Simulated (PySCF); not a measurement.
**Working out the ionisation energy of Zr**

Zr [Kr] 4d2 5s2 (3F) → Zr⁺ [Kr] 4d2 5s1 (4F). All numbers are calculated (PySCF 2.14, the spin-free X2C one-electron Hamiltonian (Gaussian nucleus), in x2c-QZVPPall (13s8p7d3f2g, 111 functions)). Frozen: [Kr]. Energies in hartree (1 hartree = 27.21139 eV):

```csv
part,Zr (lower),Zr⁺ (upper)
UHF,-3596.226086,-3596.035551
CCSD correlation,-0.058828,-0.016487
(T),-0.003220,-0.000161
```

**Question.** What does Hartree-Fock give?

**Answer.** (-3596.035551) − (-3596.226086) = 0.190535 hartree = 5.185 eV.

**Question.** What do CCSD and CCSD(T) give?

**Answer.** The CCSD correlation energies differ by 0.042341 hartree = 1.152 eV and the triples by 0.003059 hartree = 0.083 eV, so CCSD gives 6.337 eV and CCSD(T) 6.420 eV.

Measured between the centres of the two terms (NIST): 6.639 eV, so CCSD(T) (valence) is off by -0.219 eV.

The coupled-cluster amplitudes are large, so a single reference is strained.

What remains against the reference includes basis incompleteness, the frozen core and higher excitations.
